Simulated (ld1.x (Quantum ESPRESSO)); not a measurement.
# Transferability test, TM potential for cerium (Ce)

- Element: cerium (Ce)
- Generator: ld1.x (Quantum ESPRESSO) 7.5
- Type: norm-conserving Troullier–Martins (Kleinman–Bylander form)
- Functional: PBEsol
- Relativity: scalar-relativistic
- Frozen core: [Xe] 4f1
- Valence charge: 3
- Reference configuration: 5d1 6s2 6p0
- Partial waves: 6p (bound, empty): rc 4.20 bohr; 5d (bound): rc 4.00 bohr; 6s (bound): rc 4.10 bohr
- Local potential: the s channel
- Core correction: none

Energies are relative to the spin-unpolarised reference configuration 5d1 6s2 6p0; without spin polarisation the order of configurations can differ from experiment.

(1) Give the all-electron excitation energy and the error of the potential for: 5d1 6s1 6p0; 5d1 6s0 6p0; 5d1 6s1.5 6p0; 5d1 6s1 6p1; 5d2 6s0 6p0; 5d1 6s0 6p2; 5d1 6s0 6p1.

Levels in the configuration 5d1 6s1.5 6p0:

```tsv
level	all-electron (eV)	pseudo (eV)
5d	-5.724	-5.729
6s	-6.084	-6.098
```

## Answers

(1)

```
valence configuration  charge  ΔE all-electron (eV)  error AE − PS (meV)
          5d1 6s1 6p0      +1                 6.103                  -16
          5d1 6s0 6p0      +2                17.140                 +5.1
        5d1 6s1.5 6p0    +0.5                 2.457                 -3.5
          5d1 6s1 6p1       0                 2.480                 -5.5
          5d2 6s0 6p0      +1                 6.255                  +63
          5d1 6s0 6p2       0                 5.049                  -21
          5d1 6s0 6p1      +1                 9.177                  -21
```

ld1.x printed “convergence not achieved” for 3 of the counted tests; their residual had stalled under 1e-8, short of the target of 1e-14.
